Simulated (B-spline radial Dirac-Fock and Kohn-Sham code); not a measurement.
## Sn³⁺: non-radiative channels of the M4 vacancy

System: tin as Sn³⁺, 1s2 2s2 2p6 3s2 3p6 3d10 4s2 4p6 4d10 5s1, inside a Watson sphere of charge -3 and radius 3 Å (a model of the Madelung potential; inside it an electron's potential energy is raised by 14.4 eV).

Calculated with a radial B-spline solver, using one-electron (LDA, Dirac) transition rates at Dirac-Fock energies. Kinetic energies are configuration averages from the vacuum level; the two-hole energies are estimated from single-hole states.

```
transition  kinetic energy (eV)  width (meV)  share (%)
   M4-N1N2                    –         4.44        0.9
   M4-N1N3                    –         4.23        0.8
   M4-N2N3                252.0         9.09        1.8
   M4-N3N3                259.3         3.76        0.8
   M4-N1N4                    –         62.8       12.6
   M4-N1N5                    –         9.95        2.0
   M4-N2N5                324.5         4.12        0.8
   M4-N2N4                325.5         47.9        9.6
   M4-N3N4                331.4          107       21.4
   M4-N3N5                333.5         4.05        0.8
   M4-N4N4                403.0         75.9       15.2
   M4-N4N5                403.9          157       31.5
   M4-N5N5                405.1         2.66        0.5
   M4-N4O1                432.5         4.39        0.9
```

A dash stands for an energy that rests on an unreliable hole state.

The listed channels hold 100 % of the non-radiative rate. Summed by principal shells, of 0.499 eV in all: MNN 99.0 %, MNO 1.0 %.
